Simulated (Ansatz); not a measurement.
Input for Ansatz (development build ahead of 0.2.0):

```yaml
crystal:
  periodic: [false, false, false]
  atoms:
    - { symbol: Ni, position_ang: [0.0, 0.0, 0.0] }
    - { symbol: B, position_ang: [0.0, 1.9136, 0.0] }
    - { symbol: S, position_ang: [0.0, -2.1068, 0.0] }
basis:
  gaussian: { orbitals: pcseg-2 }
magnetization:
  initial_magnetization: 5
hamiltonian:
  xc: { name: wB97X }
```

The input is written out in the form of the current development build from the run's settings.

Output:

```json
{"Converged": "yes", "Total energy": "-1931.21662 hartree", "Spin squared of the determinant": "8.750", "Stability test": "minimum among restricted orbitals"}
```

Caution: other spin multiplicities were not run.
